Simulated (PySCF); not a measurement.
# Telling isomers of C$_{7}$H$_{9}$NOSi apart by NMR

PySCF calculation with PBE0/pcSseg-1 with gauge-including orbitals and structure optimised with GFN2-xTB; gas phase, one conformer, non-relativistic, one averaged value for each set of equivalent atoms.

Referencing at the same level of theory: ¹H, ¹³C vs TMS. Where no couplings were computed, multiplicities follow the n + 1 count of equivalent neighbours, and m marks all less simple cases (inequivalent or close neighbours, rings, F or P nearby). Shifts are as computed. Against solution values, carbons near 30 ppm lie about +3 ppm off and those near 130 ppm about +5 ppm. Of 1211 compounds with measured shifts, 218 miss one by over three times the rms of a fit or turn the order of signals round; such compounds aren't used in these exercises.

(1) Tabulate the signals of `C#C[C@@H]1[SiH2]CCO[C@H]1C#N`, `N#C/C=C/C1=CC[SiH2]CO1`, `C/C(C=O)=C\C=C/[SiH2]C#N` and their relative energies.

(2) What is the quickest way to tell C#C[C@@H]1[SiH2]CCO[C@H]1C#N from C/C(C=O)=C\C=C/[SiH2]C#N?

(3) What is the quickest way to tell N#C/C=C/C1=CC[SiH2]CO1 from C/C(C=O)=C\C=C/[SiH2]C#N?

(4) What is the quickest way to tell C#C[C@@H]1[SiH2]CCO[C@H]1C#N from N#C/C=C/C1=CC[SiH2]CO1?

Answers

(1) 
```tsv
SMILES	carbon types	δC	δH	E rel. (kcal/mol)
C#C[C@@H]1[SiH2]CCO[C@H]1C#N	2×C 3×CH 2×CH2	121.6, 87.7, 78.7, 69.1, 65.7, 19.1, 8.2	5.08 (m, 1H), 4.81 (m, 1H), 4.39 (m, 1H), 4.27 (m, 1H), 4.15 (m, 1H), 2.14 (m, 1H), 1.70 (d, 1H), 1.56 (m, 1H), 0.57 (m, 1H)	32.2
N#C/C=C/C1=CC[SiH2]CO1	2×C 3×CH 2×CH2	159.7, 156.3, 123.7, 116.5, 101.7, 57.1, 7.3	6.67 (d, 1H), 5.69 (d, 1H), 5.43 (t, 1H), 4.26 (m, 2H), 4.10 (m, 2H), 1.81 (m, 2H)	4.6
C/C(C=O)=C\C=C/[SiH2]C#N	2×C 4×CH 1×CH3	197.0, 154.6, 151.5, 148.9, 137.2, 123.0, 9.7	9.67 (s, 1H), 7.90 (m, 1H), 6.58 (m, 1H), 6.39 (d, 1H), 4.97 (d, 2H), 2.10 (s, 3H)	0.0
```

Energies are electronic energies at PBE0/pcSseg-1 on these geometries, without zero-point or thermal terms, each for the one conformer computed, which needn't be the lowest.

(2) Both give the same number of carbon signals, but DEPT or the intensities differ. The first has an sp3 CH bonded to O, α to a nitrile at 69.1 ppm, the second an aldehyde carbonyl carbon (CH) at 197.0 ppm. Their most deshielded carbons lie at 121.6 and 197.0 ppm. In the proton spectra the most deshielded non-exchanging signals are 5.08 (m, 1H) and 9.67 (s, 1H).

(3) Both give the same number of carbon signals, but DEPT or the intensities differ. The first has an sp3 CH2 bonded to O and Si at 57.1 ppm, the second an allylic methyl carbon (CH3) at 9.7 ppm. Their most deshielded carbons lie at 159.7 and 197.0 ppm. In the proton spectra the most deshielded non-exchanging signals are 6.67 (d, 1H) and 9.67 (s, 1H).

(4) Both give the same number of carbon signals, with the same numbers of each carbon type, so the positions decide. The first has a propargylic sp3 CH bonded to Si at 19.1 ppm, the second an alkene CH at 156.3 ppm. Their most deshielded carbons lie at 121.6 and 159.7 ppm. In the proton spectra the most deshielded non-exchanging signals are 5.08 (m, 1H) and 6.67 (d, 1H).
